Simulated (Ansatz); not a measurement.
Abridged output of a molecular run in Ansatz:

```
Functional definition: HF
1250 factors; integrals over basis functions are off by at most 9.5e-4 eV
mean field evaluation 1: about -146763.3335 eV, gradient 3.4e1 eV
mean field evaluation 2: about -146763.3929 eV, gradient 3.4e1 eV
mean field evaluation 4: about -146766.0965 eV, gradient 2.8e0 eV
mean field evaluation 8: about -146766.1355 eV, gradient 2.0e-1 eV
mean field -146766.13571314 eV, -5393.5560057980 hartree, gradient 2.2e-6 eV, S^2 0.000000; 0 other end points of the search recorded, 0 dependent functions left out
22 core orbitals not correlated: weight in the atoms' cores, before any rotation towards them, 1.000 or more for the frozen orbitals, at most 0.000 for the correlated occupied ones
reference -146766.13571314 eV, -5393.5560057980 hartree; 28, 28 occupied and 80, 80 virtual orbitals, 1250 factors
second order -27.75259082 eV of doubles, -0.00000000 eV of singles
cycle   1  -27.56002735 eV  change    1.9e-1 eV  update   1.1e-1
cycle   2  -28.13828363 eV  change   -5.8e-1 eV  update   3.1e-2
cycle   3  -28.26262650 eV  change   -1.2e-1 eV  update   1.6e-2
cycle   4  -28.24834231 eV  change    1.4e-2 eV  update   3.5e-3
cycle   5  -28.24542620 eV  change    2.9e-3 eV  update   1.6e-3
cycle   6  -28.24662489 eV  change   -1.2e-3 eV  update   4.5e-4
cycle   7  -28.24647527 eV  change    1.5e-4 eV  update   1.5e-4
cycle   8  -28.24636196 eV  change    1.1e-4 eV  update   5.1e-5
cycle   9  -28.24638316 eV  change   -2.1e-5 eV  update   2.0e-5
perturbative correction -0.66759710 eV, -0.0245337408 hartree
Total energy: -146795.04969340 eV, -5394.6185749740 hartree
```

Its atoms:

Cartesian coordinates in Å:
```
F 2.284 0.638 -0.066
B 1.135 0.547 -0.718
Br 0.352 -1.447 -0.549
B -1.130 -0.547 0.721
F -2.333 -0.692 0.187
Br -0.433 1.465 0.430
H 1.021 0.897 -1.848
H -0.895 -0.861 1.842
```

Question: Which basis set was used?
A. def2-TZVPP
B. cc-pV(Q+d)Z
C. def2-SVP
D. def2-SVPD

Answer: C. It gives 130 functions.

Question: Write the keys of the input that set method, charge and spin (a neutral closed shell needs none for the last two).

Answer: 
```yaml
correlation: {method: ccsd_t}
```
